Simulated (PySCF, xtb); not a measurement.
InI₃, SMILES [I][In]([I])[I].

GFN2-xTB run with xtb at its own geometry gives an orbital gap of 2.60 eV and a dipole moment of 0.00 D.

Geometry: PBE0-D3(BJ)/def2-SVP. The isomer is the one that the SMILES or the coordinates give; other isomers of the formula were not compared. The def2 effective core potentials stand for the cores of I, In; spin–orbit coupling is left out.

Question: What does PBE/def2-TZVP run with PySCF give? (An estimate is asked for; the answer gives what the named calculation found.)

Answer: gap 2.86 eV (levels -6.71 and -3.85 eV), dipole 0.00 D.
